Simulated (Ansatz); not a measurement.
System: NbO$_{3}$, charge 0, multiplicity 2. The spin state was set by rule; other spins were not relaxed. 
Coordinates optimised at B3LYP-D3(BJ)/def2-TZVP (Ansatz, a first-principles code):
```xyz
4

Nb     0.0965     0.1703     0.1047
O      1.3368    -0.5855    -0.8374
O     -0.7345    -1.1464     1.2437
O     -1.0970     0.8592    -0.9430
```
Charge 0, spin multiplicity 2.

Total electronic energies in hartree. Correlated levels leave the core frozen unless marked. UHF or UKS for open shells. Spin-orbit coupling is left out. The frozen core is the preceding noble-gas configuration, with the filled d and f shells of earlier blocks. In def2 rows, elements after Kr have scalar-relativistic effective core potentials. STO-3G rows are all-electron and non-relativistic. Basis-set limits of correlation are two-point, X^-3; Hartree-Fock from the larger set. The bracket is a focal-point correction in the basis named. The program attaches cautions to a run behind CCSD/STO-3G: large difference.

```
level                                                              program  energy (Eh)
----------------------------------------------------------  --------------  -----------
HF/def2-SVPD                                                        Ansatz   -280.78868
PBE/def2-TZVPD                                                      Ansatz   -282.61314
B3LYP-D3(BJ)/def2-TZVPD                                     Ansatz + dftd3   -282.81582
PBE0-D3(BJ)/def2-TZVPD                                      Ansatz + dftd3   -282.53858
HSE06-D3(BJ)/def2-TZVPD                                     Ansatz + dftd3   -282.52844
B2GP-PLYP-D4/def2-TZVPD                                     Ansatz + dftd4   -282.41320
B2PLYP/def2-TZVPD                                                   Ansatz   -282.50078
CCSD/STO-3G                                                         Ansatz  -3937.92590
RI-MP2/CBS(def2-TZVPP,def2-QZVPP)+[CCSD(T)-MP2]/def2-TZVPP          Ansatz    -282.1008
```

Totals of different functionals don't rank their quality; only differences between species are comparable.
